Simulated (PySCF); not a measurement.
## [C11H17BF3O4]-: Orbital levels and atomic charges

System: [C11H17BF3O4]- (electrolyte solvent and additive), SMILES C=CCO[B-](OCC=C)(OCC=C)OCC(F)(F)F.

Cartesian coordinates (Å):
```
  1 C     3.936    1.842    0.474
  2 C     3.628    0.565    0.348
  3 C     2.257    0.009    0.627
  4 O     1.309    0.617   -0.201
  5 B    -0.047    0.036   -0.124
  6 O    -0.108   -1.367   -0.549
  7 C     0.225   -1.599   -1.888
  8 C     0.403   -3.075   -2.125
  9 C     1.353   -3.799   -1.563
 10 O    -0.543    0.156    1.255
 11 C    -1.795   -0.410    1.493
 12 C    -2.240   -0.117    2.892
 13 C    -3.380   -0.511    3.434
 14 O    -0.912    0.846   -1.078
 15 C    -0.901    2.192   -0.818
 16 C    -1.994    2.863   -1.632
 17 F    -3.235    2.450   -1.333
 18 F    -2.015    4.209   -1.433
 19 F    -1.862    2.710   -2.958
 20 H     3.198    2.554    0.800
 21 H     4.918    2.227    0.243
 22 H     4.374   -0.143    0.005
 23 H     2.250   -1.081    0.470
 24 H     1.994    0.187    1.684
 25 H    -0.563   -1.199   -2.543
 26 H     1.159   -1.066   -2.135
 27 H    -0.324   -3.547   -2.776
 28 H     2.073   -3.346   -0.902
 29 H     1.442   -4.863   -1.720
 30 H    -2.536   -0.019    0.774
 31 H    -1.752   -1.500    1.332
 32 H    -1.532    0.466    3.465
 33 H    -4.099   -1.092    2.879
 34 H    -3.644   -0.270    4.452
 35 H    -1.094    2.411    0.247
 36 H     0.058    2.663   -1.096
```

Method: B3LYP/6-31G*, gas phase, PySCF, fitting set def2-universal-JFIT up to Ne and JKFIT beyond, grid level 1.

**Question.** Give the orbital energies near the gap.

**Answer.** 
```
orbital     eV
 HOMO-4  -3.58
 HOMO-3  -2.71
 HOMO-2  -2.49
 HOMO-1  -2.41
   HOMO  -2.37
   LUMO   3.59
 LUMO+1   3.65
 LUMO+2   3.78
 LUMO+3   5.70
```

**Question.** Give the partial charges of the non-hydrogen atoms.

**Answer.** 
| atom | Mulliken | IAO | Hirshfeld |
| --- | --- | --- | --- |
| C1 | -0.32 | -0.31 | -0.11 |
| C2 | -0.08 | -0.11 | -0.04 |
| C3 | -0.03 | -0.03 | 0.01 |
| O4 | -0.56 | -0.51 | -0.24 |
| B5 | 0.87 | 0.58 | 0.19 |
| O6 | -0.55 | -0.51 | -0.24 |
| C7 | -0.02 | -0.03 | 0.01 |
| C8 | -0.08 | -0.11 | -0.04 |
| C9 | -0.32 | -0.31 | -0.11 |
| O10 | -0.57 | -0.51 | -0.24 |
| C11 | -0.03 | -0.03 | 0.01 |
| C12 | -0.06 | -0.10 | -0.03 |
| C13 | -0.35 | -0.34 | -0.14 |
| O14 | -0.58 | -0.52 | -0.25 |
| C15 | -0.09 | -0.06 | -0.01 |
| C16 | 0.85 | 0.80 | 0.25 |
| F17 | -0.30 | -0.29 | -0.12 |
| F18 | -0.33 | -0.32 | -0.14 |
| F19 | -0.30 | -0.29 | -0.12 |
